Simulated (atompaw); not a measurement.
**Before and after: PAW (atompaw) potential for germanium (Ge)**

Ge, PAW, made with atompaw 4.2.0.5 (LDA (PW92), scalar-relativistic). Core [Ar], reference 3d10 4s2 4p2. Waves: 4s (bound): rc 1.85 bohr; 4s channel at 3.05 Ry: rc 1.85 bohr; 4p (bound): rc 1.85 bohr; 4p channel at 2.65 Ry: rc 1.80 bohr; 3d (bound): rc 1.30 bohr; 3d channel at 1.2 Ry: rc 1.30 bohr. Local part: bessel scheme, radius 1.50 bohr. Core correction: smooth core density matched at 1.35 bohr. Augmentation charge: besselshape compensation charge, radius 1.70 bohr; PAW radius 1.85 bohr; waves and projectors: custom rrkj gramschmidtortho.

Change: wave 3d channel at 1.2 Ry: rc 1.30 bohr becomes 3d channel at -1.58 Ry: rc 1.30 bohr.

Cutoffs: the cutoffs (Ry, on a coarse ladder) from which the occupation-weighted sum of valence levels, in a spherical-Bessel basis at the reference potential, stays within 10 and 1 mRy of its value at 400 Ry; they do not see the model core or the augmentation charge, which bear on the density cutoff.

Problem. What does the change do?

Solution. The potential gets harder (70 Ry and 140 Ry → 90 Ry and 140 Ry); neither file shows a bound ghost.

```csv
quantity,base,changed
"cutoff, loose",70 Ry,90 Ry
"cutoff, tight",140 Ry,140 Ry
loose cutoff by channel (10 mRy a level),"s 6 Ry, p 6 Ry, d 50 Ry","s 6 Ry, p 6 Ry, d 55 Ry"
bound ghosts,none,none
s: phases at 1.85 bohr within 0.05 rad from the reference energy up to (Ry; the scan ends near 5),to the end of the scan,to the end of the scan
p: phases at 1.85 bohr within 0.05 rad from the reference energy up to (Ry; the scan ends near 5),to the end of the scan,to the end of the scan
d: phases at 1.85 bohr within 0.05 rad from the reference energy up to (Ry; the scan ends near 5),to the end of the scan,to the end of the scan
lowest overlap eigenvalue by channel,"s 0.38, p 0.70, d 0.14","s 0.38, p 0.70, d 1.00"
```

 The cutoffs see the waves, projectors and local potential, not the compensation charge or the core.
